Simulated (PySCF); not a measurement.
# Electron correlation in Sn²⁺ (tin, charge +2)

[Kr] 4d10 5s2, closed-shell 1S. All numbers are calculated (PySCF 2.14, scalar relativity by spin-free X2C-1e, in x2c-SVPall (6s5p3d, 36 functions)). Frozen: [Kr] 4d10; 2 electrons correlated.

Total MP2 correlation energy: -21.74 mhartree.

Same-spin part 0.00 and opposite-spin part -21.74 mhartree; SCS-MP2 scales them by 1/3 and 6/5 to -26.09 mhartree.

With two correlated electrons CCSD is exact within the correlated space (frozen core and kept virtual orbitals).

```tsv
level	correlation energy (mhartree)
CCSD	-32.67
```

Diagnostics: T1 = 0.0031, D1 = 0.0045, largest double amplitude 0.101.

Cost of the coupled-cluster step: 0.06 s of wall time on 1 thread of Neoverse-N1 (shared host), for 2 correlated electrons.
